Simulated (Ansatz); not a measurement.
Consider the formal exchange of groups at the Al–O bond: `[OH][Al]([Cl])[O][SiH3]` + `N=C=[CH][GaH2]` → `[SiH3][O][Al]([Cl])[GaH2]` + `N=C=CO`.

Program: Ansatz. Geometries: PBE0-D4/def2-TZVP. ΔE: electronic, gas phase. CCSD(T)/CBS adds triple-zeta CCSD(T) − MP2 to the extrapolated MP2 energy (def2 sets, frozen cores). DFT in def2-TZVPP. B3LYP here is the variant with VWN-RPA as its local correlation; programs differ in this. HSE06 is defined as in plane-wave codes. For Ga outer-core shells are correlated without core-valence functions, which leaves a few kJ/mol of doubt a bond. Scalar relativity is left out up to krypton. One conformer a species, not always the lowest.

`[OH][Al]([Cl])[O][SiH3]`:

Cartesian coordinates in Å:
```
O -1.176 0.662 -2.480
Al -0.686 0.993 -0.907
Cl -1.059 2.894 -0.160
O 0.077 -0.148 0.045
Si 0.802 -0.879 1.308
H -1.041 -0.188 -2.895
H 0.726 -2.353 1.130
H 2.229 -0.472 1.378
H 0.127 -0.510 2.580
```

`N=C=[CH][GaH2]`:

```xyz
8

N    -0.454   -1.413   -1.700
C     0.023   -0.960   -0.681
C     0.407   -0.472    0.472
Ga   -0.202    1.283    0.999
H     0.032   -1.273   -2.579
H     1.057   -1.078    1.094
H     0.260    1.842    2.386
H    -1.123    2.071    0.009
```

`[SiH3][O][Al]([Cl])[GaH2]`:

Cartesian coordinates in Å:
```
Si 1.960 0.843 1.016
O 0.644 0.224 0.279
Al -0.315 -0.698 -0.748
Cl 0.673 -2.022 -2.057
Ga -2.807 -0.525 -0.745
H 2.797 1.586 0.038
H 2.774 -0.245 1.622
H 1.527 1.776 2.090
H -3.693 -1.443 0.176
H -3.560 0.502 -1.670
```

`N=C=CO`:

```xyz
7

N    -1.643   -0.534   -0.544
C    -0.611   -0.157    0.005
C     0.438    0.420    0.535
O     1.657    0.591   -0.071
H    -1.813   -1.540   -0.466
H     0.406    0.768    1.558
H     1.565    0.453   -1.018
```

| level | ΔE (kJ/mol) | difference from CCSD(T)/CBS |
| --- | --- | --- |
| LDA (SPW92) | 233.3 | -26.0 |
| PBE-D4 | 228.6 | -30.7 |
| revPBE-D4 | 229.5 | -29.8 |
| BLYP-D4 | 241.6 | -17.7 |
| r2SCAN-D4 | 260.1 | 0.8 |
| B97M-V | 256.1 | -3.2 |
| PBE0-D4 | 237.9 | -21.4 |
| B3LYP-D4 | 248.0 | -11.3 |
| r2SCANh-D4 | 260.7 | 1.4 |
| r2SCAN0-D4 | 261.4 | 2.1 |
| HSE06-D4 | 237.6 | -21.7 |
| BHLYP-D4 | 256.8 | -2.5 |
| CAM-B3LYP-D4 | 253.4 | -5.9 |
| ωB97X-V | 247.4 | -11.9 |
| ωB97M-V | 253.1 | -6.2 |
| B2PLYP | 260.7 | 1.4 |
| PBE-QIDH | 259.5 | 0.2 |
| PBE | 227.4 | -31.9 |
| revPBE | 225.0 | -34.3 |
| BLYP | 238.3 | -21.0 |
| r2SCAN | 260.0 | 0.7 |
| PBE0 | 237.1 | -22.2 |
| B3LYP | 246.1 | -13.2 |
| r2SCAN0 | 261.3 | 2.0 |
| HSE06 | 236.9 | -22.4 |
| CAM-B3LYP | 252.8 | -6.5 |
| RPA@PBE/def2-TZVPP | 246.9 | -12.4 |
| HF/def2-SVP | 247.0 | -12.3 |
| MP2/def2-SVP | 265.8 | 6.5 |
| CCSD/def2-SVP | 239.3 | -20.0 |
| CCSD(T)/def2-SVP | 238.9 | -20.4 |
| MP2/def2-TZVPP | 282.0 | 22.7 |
| CCSD/def2-TZVPP | 256.7 | -2.6 |
| CCSD(T)/def2-TZVPP | 256.7 | -2.6 |
| HF/def2-QZVPP | 262.4 | 3.1 |
| MP2/def2-QZVPP | 283.8 | 24.5 |
| SCS-MP2/def2-QZVPP | 273.1 | 13.8 |
| HF/CBS(def2) | 262.6 | 3.3 |
| MP2/CBS(def2) | 284.6 | 25.3 |
| CCSD/CBS(def2) | 259.3 | 0.0 |
| CCSD(T)/CBS | 259.3 | 0 |

Largest T1 diagnostic among the species: 0.015.

At CCSD(T), def2-SVP lies −20.4 kJ/mol from the extrapolated value and def2-TZVPP −2.6 kJ/mol. From BLYP to BHLYP (50 % exact exchange), in def2-TZVPP and without D4, ΔE moves by +18.2 kJ/mol.
